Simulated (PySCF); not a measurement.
Isomers of C12H8, from PBE0-D3(BJ)/def2-SVP geometry optimisation, gas phase in PySCF 2.14.0. One conformer each, no zero-point energy, no frequencies.

Problem. Which is lowest in electronic energy at this level?
A. `[CH:1]#[C:2]/[CH:3]=[C:4](\[C:5]#[CH:6])[c:7]1[cH:8][cH:9][cH:10][cH:11][cH:12]1` with C3–C4–C7–C8 158°: A = 2102, B = 562.1, C = 449.6 MHz, dipole 0.64 D
B. acenaphthylene (`c1c2C=Cc3cccc(cc1)c32`): A = 1514, B = 1222, C = 676.1 MHz, dipole 0.37 D
C. `C1=C/C(c2c1cccc2)=C/C#C`: A = 1602, B = 827.8, C = 545.8 MHz, dipole 0.18 D

Solution. B. That is acenaphthylene, `C1=CC2=CC=CC3=C2C(=C1)C=C3`, 61.2 kcal/mol below the next.

```
               SMILES                                                                     mapped SMILES      E (Eh)  relative (kcal/mol)  relative (kJ/mol)  dipole (D)
  C1=Cc2cccc3cccc1c23    [CH:1]1=[CH:2][c:3]2[cH:4][cH:5][cH:6][c:7]3[cH:8][cH:9][cH:10][c:11]1[c:12]23  -461.24066                  0.0                0.0        0.37
C#C/C=C1/C=Cc2ccccc21  [CH:1]#[C:2]/[CH:3]=[C:4]1/[CH:5]=[CH:6][c:7]2[cH:8][cH:9][cH:10][cH:11][c:12]21  -461.14317                 61.2              256.0        0.18
C#C/C=C(\C#C)c1ccccc1  [CH:1]#[C:2]/[CH:3]=[C:4](\[C:5]#[CH:6])[c:7]1[cH:8][cH:9][cH:10][cH:11][cH:12]1  -461.06888                107.8              451.0        0.64
```

As drawn, the highest has a C≡C bond, which the lowest lacks.
